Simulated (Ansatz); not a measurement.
A nudged elastic band was laid between two geometries of Cl3F3Mo + H2 (9 atoms, charge 0, multiplicity 1).

These are results of RKS LDA/def2-SVP (Ansatz 0.2.0), not measurements.

```
movable images  : 7
climbing image  : yes
spring          : 5.0 eV/Å²
optimiser       : quadratic models (default)
start path      : through a guess of the saddle point
force threshold : 0.05 eV/Å
iteration limit : 60
end points      : relaxed
```

Image 0:

```xyz
9
Properties=species:S:1:pos:R:3
Mo 0.091 -0.246 -0.255
F -0.125 -0.191 1.575
Cl 2.324 0.007 0.076
F -0.098 1.572 -0.317
Cl -2.161 -0.477 -0.440
F 0.273 -2.064 -0.132
Cl 0.360 -0.346 -2.499
H -1.685 2.257 1.840
H -1.388 1.605 2.156
```

Image 8:

```xyz
9
Properties=species:S:1:pos:R:3
Mo -0.067 0.107 -0.204
F 0.217 0.684 2.035
Cl 2.186 0.033 0.136
F -0.035 1.924 -0.291
Cl -2.408 0.076 -0.953
F -0.285 -1.499 0.623
Cl 0.143 -0.480 -2.349
H -1.513 0.432 0.619
H -0.648 0.841 2.388
```

(1) Which bonds break or form, and what moves?

(2) What energy profile does the band end with?

(3) What is the geometry of the highest image?

Results:

(1) Bonds broken: H8–H9. Bonds formed: Mo1–H8, F2–H9. Cl3F3Mo + H2 becomes Cl3F3H2Mo.

(2) The forces met the threshold. The highest image is number 4 of 0 to 8, 1.03 eV above the first end and 0.45 eV above the last; the last end lies 0.58 eV above the first. The profile has 2 maxima (images 4, 6) with wells between them (image 5): this band takes more than one step, which may be the mechanism or a detour left from its start path. A vibrational analysis at the climbing image gives one clearly imaginary mode, 539i cm⁻¹: a first-order saddle point. The orbitals stay closed-shell, which can raise the energy where a bond breaks towards radicals; this wasn't checked here.

| image | path coordinate (Å) | energy (eV) | H8–H9 (Å) | Mo1–H8 (Å) | F2–H9 (Å) |
| --- | --- | --- | --- | --- | --- |
| 0 | 0.00 | 0.00 | 0.78 | 3.72 | 2.27 |
| 1 | 0.85 | 0.00 | 0.78 | 3.83 | 2.23 |
| 2 | 1.71 | 0.11 | 0.78 | 3.10 | 2.11 |
| 3 | 2.56 | 0.50 | 0.78 | 2.51 | 1.92 |
| 4 | 3.41 | 1.03 | 0.93 | 1.91 | 1.28 |
| 5 | 4.84 | 0.73 | 1.94 | 1.68 | 0.97 |
| 6 | 6.26 | 0.89 | 2.20 | 1.65 | 0.97 |
| 7 | 7.69 | 0.75 | 2.23 | 1.67 | 0.96 |
| 8 | 9.11 | 0.58 | 2.01 | 1.69 | 0.95 |

(3) 
```xyz
9
Properties=species:S:1:pos:R:3:forces:R:3
Mo -0.197 0.106 -0.088 0.00 0.00 0.00
F -0.458 -0.502 1.891 0.00 0.00 0.00
Cl 1.911 0.542 0.599 0.00 0.00 0.00
F -0.288 1.800 -0.850 0.00 0.00 0.00
Cl -2.452 -0.029 -0.151 0.00 0.00 0.00
F 0.030 -1.712 -0.029 0.00 0.00 0.00
Cl 0.240 -0.338 -2.291 0.00 0.00 0.00
H -0.595 1.489 1.170 0.00 0.00 0.00
H -0.599 0.762 1.753 0.00 0.00 0.00
```

Time of the run: 5.5 min on 4 threads of Intel(R) Xeon(R) Platinum 8488C (Sapphire Rapids), on a shared host, peak memory 0.26 GiB.
